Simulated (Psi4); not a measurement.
CH$_{2}$N (SMILES C#[NH+]), charge +1, singlet, geometry from GFN2-xTB; CCSD(T)/def2-SV(P) run with Psi4.

Input for Psi4:
```
memory 2 GB

molecule mol {
1 1
  C    -0.000000   -0.000000   -0.600338
  N     0.000000    0.000000    0.532667
  H    -0.000000   -0.000000   -1.674882
  H     0.000000    0.000000    1.548240
}

set basis def2-sv(p)
set reference rhf

energy('ccsd(t)')
print_variables()
```

### Question
Write the output that Psi4 gives for this input, abridged.

### Answer

```
   => Loading Basis Set <=

    Name: DEF2-SV(P)
    Role: ORBITAL
    Keyword: BASIS

         ---------------------------------------------------------
                                   SCF
               by Justin Turney, Rob Parrish, Andy Simmonett
                          and Daniel G. A. Smith
                              RHF Reference
         ---------------------------------------------------------

  ==> Geometry <==

    Molecular point group: c2v
    Full point group: C_inf_v

    Geometry (in Angstrom), charge = 1, multiplicity = 1:

       Center              X                  Y                   Z               Mass
    ------------   -----------------  -----------------  -----------------  -----------------
         C            0.000000000000     0.000000000000    -0.604880906475    12.000000000000
         N            0.000000000000     0.000000000000     0.528124093525    14.003074004430
         H            0.000000000000     0.000000000000    -1.679424906475     1.007825032230
         H            0.000000000000     0.000000000000     1.543697093525     1.007825032230

  Running in c2v symmetry.

  Rotational constants: A = ************  B =      1.24499  C =      1.24499 [cm^-1]
  Rotational constants: A = ************  B =  37323.71785  C =  37323.71785 [MHz]
  Nuclear repulsion =   29.538527795691081

  Charge       = 1
  Multiplicity = 1
  Electrons    = 14
  Nalpha       = 7
  Nbeta        = 7

  ==> Algorithm <==

  SCF Algorithm Type is PK.
  DIIS enabled.
  MOM disabled.
  Fractional occupation disabled.
  Guess Type is SAD.
  Energy threshold   = 1.00e-08
  Density threshold  = 1.00e-08
  Integral threshold = 1.00e-12

  ==> Primary Basis <==

  Basis Set: DEF2-SV(P)
    Blend: DEF2-SV(P)
    Number of shells: 16
    Number of basis functions: 32
    Number of Cartesian functions: 34
    Spherical Harmonics?: true
    Max angular momentum: 2

  ==> Integral Setup <==

  Using in-core PK algorithm.
   Calculation information:
      Number of atoms:                   4
      Number of AO shells:              16
      Number of primitives:             32
      Number of atomic orbitals:        34
      Number of basis functions:        32

      Integral cutoff                 1.00e-12
      Number of threads:                 1

  Performing in-core PK
  Using 279312 doubles for integral storage.
  We computed 9316 shell quartets total.
  Whereas there are 9316 unique shell quartets.

[...]
  @RHF Final Energy:   -93.07835064967608
    Total Energy =                        -93.0783506496760822
[...]
              4   1        -0.0041145585

    Largest TIjAb Amplitudes:
      5   5  15  15        -0.0978883223
      6   6  20  20        -0.0978883223
      5   6  15  20        -0.0611276967
      6   5  20  15        -0.0611276967
      5   5  15  17        -0.0320906259
      5   5  17  15        -0.0320906259
      6   6  20  22        -0.0320906259
      6   6  22  20        -0.0320906259
      5   5  17  17        -0.0259841026
      6   6  22  22        -0.0259841026

    SCF energy       (wfn)                    =  -93.078350649676082
    Reference energy (file100)                =  -93.078350649676153

    Opposite-spin MP2 correlation energy      =   -0.207732820468792
    Same-spin MP2 correlation energy          =   -0.069195741092454
    Singles MP2 correlation energy            =   -0.000000000000000
    MP2 correlation energy                    =   -0.276928561561246
      * MP2 total energy                      =  -93.355279211237402

    Opposite-spin CCSD correlation energy     =   -0.230952390590113
    Same-spin CCSD correlation energy         =   -0.057735558735000
    Singles CCSD correlation energy           =    0.000000000000000
    CCSD correlation energy                   =   -0.288687949325113
      * CCSD total energy                     =  -93.367038599001262

            **************************
            *                        *
            *        CCTRIPLES       *
            *                        *
            **************************

    Wave function   =    CCSD_T
    Reference wfn   =      RHF

    Nuclear Rep. energy (wfn)                =   29.538527795691081
    SCF energy          (wfn)                =  -93.078350649676082
    Reference energy    (file100)            =  -93.078350649676153
    CCSD energy         (file100)            =   -0.288687949325113
    Total CCSD energy   (file100)            =  -93.367038599001262

    Number of ijk index combinations:               84
    Approx. words needed per explicit thread:            8788
    Number of threads for explicit ijk threading:    1

    MKL num_threads set to 1 for explicit threading.

    (T) energy                                =   -0.010645949908179
      * CCSD(T) total energy                  =  -93.377684548909443

  Variable Map:
  ----------------------------------------------------------------------------
[...]
  Array Variable Map:
  ----------------------------------------------------------------------------
[...]
[...]
```
